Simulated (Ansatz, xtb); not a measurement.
## Two isomers of C4H13BS

Structure X: `[BH3-][S+](CC)CC`, a singlet. Structure Y: `C[BH-](C)[S+](C)C`, a singlet. Both are isolated molecules in the gas phase, relaxed with PBE0-D4/def2-SVP; the shapes shown needn't be the lowest conformers.

X (Å):

```xyz
19

C    -1.0440   -1.0881   -1.0429
C    -0.2938   -1.1777   -2.3540
C    -0.7822    1.7119   -0.8339
C    -0.4636    2.9343    0.0042
B     1.4451    0.0283    0.2303
S    -0.4875    0.1943    0.1193
H     1.7374    0.8178    1.1141
H     1.5865   -1.1380    0.5695
H     1.8958    0.3083   -0.8701
H    -0.9348   -2.0140   -0.4575
H    -2.1235   -0.9202   -1.1863
H    -0.4187   -0.2724   -2.9660
H    -0.6802   -2.0269   -2.9383
H     0.7803   -1.3325   -2.1838
H    -1.8404    1.6941   -1.1396
H    -0.1493    1.6701   -1.7327
H    -1.0808    2.9714    0.9143
H    -0.6604    3.8458   -0.5798
H     0.5939    2.9414    0.3040
```

Y (Å):

```yaml
atoms:
  - { symbol: C, position_ang: [1.2213, 0.0345, -2.1671] }
  - { symbol: C, position_ang: [-1.2398, 0.8038, -1.2636] }
  - { symbol: C, position_ang: [-0.1368, 0.7202, 1.9348] }
  - { symbol: C, position_ang: [-0.0202, -1.7218, 0.6340] }
  - { symbol: B, position_ang: [0.3550, 0.8085, -1.0494] }
  - { symbol: S, position_ang: [0.8226, -0.1318, 0.6762] }
  - { symbol: H, position_ang: [2.3009, -0.0178, -1.9477] }
  - { symbol: H, position_ang: [1.1221, 0.5831, -3.1198] }
  - { symbol: H, position_ang: [0.8672, -0.9925, -2.3713] }
  - { symbol: H, position_ang: [0.8221, 1.9059, -0.7371] }
  - { symbol: H, position_ang: [-1.6622, -0.2007, -1.4458] }
  - { symbol: H, position_ang: [-1.8254, 1.2782, -0.4575] }
  - { symbol: H, position_ang: [-1.4563, 1.3899, -2.1739] }
  - { symbol: H, position_ang: [0.2417, 1.7504, 1.9680] }
  - { symbol: H, position_ang: [-1.2013, 0.7331, 1.6640] }
  - { symbol: H, position_ang: [0.0132, 0.2387, 2.9106] }
  - { symbol: H, position_ang: [-1.0887, -1.5848, 0.4180] }
  - { symbol: H, position_ang: [0.4429, -2.3024, -0.1748] }
  - { symbol: H, position_ang: [0.1217, -2.2473, 1.5881] }
```

Quicker runs give these differences E(Y) − E(X): GFN2-xTB +12.8 kcal/mol; HF/STO-3G −9.3 kcal/mol (at GFN2-xTB geometries); r2SCAN-D4/def2-SVP −10.9 kcal/mol (at GFN2-xTB geometries).

**Question.** Which of the two would you expect CCSD(T)/def2-SVP + ΔMP2/def2-TZVPP electronic energies to favour?

**Answer.** Structure Y; the calculation gives E(Y) − E(X) = −11.0 kcal/mol.

Level by level:

```csv
level,geometry,E(Y) − E(X) (kcal/mol),departure from the last row (kcal/mol),"job, with rough time for the two"
GFN2-xTB,GFN2-xTB,+12.8,+23.8,"optimisation, 0.21 s"
HF/STO-3G,GFN2-xTB,−9.3,+1.7,"single point, 0.66 s"
r2SCAN-D4/def2-SVP,GFN2-xTB,−10.9,+0.1,"single point, 9 s"
PBE0-D4/def2-SVP,PBE0-D4/def2-SVP,−10.4,+0.6,"optimisation, 1.8 min"
HF/def2-SVP,PBE0-D4/def2-SVP,−10.8,+0.2,part of the CCSD(T) run
MP2/def2-SVP,PBE0-D4/def2-SVP,−10.3,+0.6,part of the CCSD(T) run
CCSD(T)/def2-SVP,PBE0-D4/def2-SVP,−9.8,+1.2,single point
CCSD(T)/def2-SVP + ΔMP2/def2-TZVPP,PBE0-D4/def2-SVP,−11.0,,"single point, 3.2 min"
```

As drawn, Y has 2 C–B, 2 C–H in place of 2 C–C, 2 B–H.

GFN2-xTB puts the two in the other order. The largest departure from CCSD(T)/def2-SVP + ΔMP2/def2-TZVPP is that of GFN2-xTB, 23.8 kcal/mol. A small imaginary or near-zero mode remains, so no thermal terms are given. The last row adds to CCSD(T) the change of the MP2 difference between the two basis sets, here −1.2 kcal/mol.

The correlated steps freeze 10 core orbitals. Run with Ansatz 0.2.0, xtb 6.7.1; the last row on 2 threads of Arm Neoverse V1 on a shared host.
